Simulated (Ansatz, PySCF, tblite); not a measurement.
Potential energy curve for SMILES BB (H4B2), singlet. The B1–B4 bond (B1 also carries H, H; B4 carries H, H) is pulled apart rigidly from the PBE0/def2-TZVP optimised geometry.

Levels: UMP2 = MP2 on UHF/cc-pVTZ, frozen core run with Ansatz (a quantum-chemistry and plane-wave program); UKS-B3LYP/6-311+G** = unrestricted B3LYP/6-311+G**, spherical d in PySCF; GFN2-xTB, 300 K electronic temperature (tblite); UHF/6-31G* = unrestricted Hartree-Fock/6-31G*, spherical d in PySCF.

Energies are in kJ/mol, each relative to the lowest point of its own curve near equilibrium.

| R / Å | UMP2 | UKS-B3LYP/6-311+G** | GFN2-xTB | UHF/6-31G* |
|---|---|---|---|---|
| 1.21 | 369.9 | 336.1 | 433.2 | 435.3 |
| 1.30 | 198.2 | 174.7 | 200.6 | ___ |
| 1.37 | 112.1 | 95.3 | 99.7 | 142.0 |
| 1.48 | 34.2 | 26.1 | ___ | 48.9 |
| 1.55 | 10.4 | 6.5 | 4.2 | 18.1 |
| 1.59 | 3.3 | 1.5 | ___ | 7.9 |
| 1.63 | 0.0 | 0.0 | 0.0 | 1.9 |
| 1.70 | 1.7 | 4.3 | ___ | 0.0 |
| 1.73 | ___ | 8.2 | 9.9 | 1.9 |
| 1.80 | 16.3 | 21.3 | 22.8 | 11.1 |
| 1.86 | 29.9 | 35.7 | 36.3 | ___ |
| 2.01 | 73.4 | 79.7 | 76.0 | 65.5 |
| 2.21 | 141.5 | 145.7 | 135.3 | 134.6 |
| 2.43 | 217.7 | 217.8 | 204.0 | 214.9 |
| 2.69 | 333.6 | 295.3 | 281.8 | 293.5 |
| 2.87 | 385.5 | 342.6 | 330.5 | 322.4 |
| 3.27 | 435.6 | 416.6 | 417.3 | 350.7 |
| 3.55 | 448.4 | 440.0 | 459.6 | 358.0 |
| 3.99 | 456.1 | 456.0 | 500.3 | 362.4 |
| 4.46 | 458.5 | 462.1 | 520.0 | 364.2 |
| 4.83 | 459.1 | 463.8 | 525.0 | 364.8 |
| 5.73 | 459.3 | — | 526.7 | 365.2 |

Q: Some entries are withheld; supply them.

A: 
- 1.30, UHF/6-31G*: 241.4
- 1.48, GFN2-xTB: 22.6
- 1.59, GFN2-xTB: 0.3
- 1.70, GFN2-xTB: 5.6
- 1.73, UMP2: 4.8
- 1.86, UHF/6-31G*: 23.4

Dashes: no converged value, or the column stops at the first point that the program doubted or that broke a chosen test of continuity, which isn't proof of a fault.

The unrestricted determinant behind UMP2, UHF/6-31G* is spin-contaminated at 2.69 to 5.73 Å (<S²> up to 1.0, against 0.00 for a pure singlet). The unrestricted solution behind UKS-B3LYP/6-311+G** changes between 4.83 and 5.73 Å, which can leave a kink. The unrestricted determinant behind UKS-B3LYP/6-311+G** is spin-contaminated at 3.27 to 4.83 Å (<S²> up to 1.0, against 0.00 for a pure singlet).
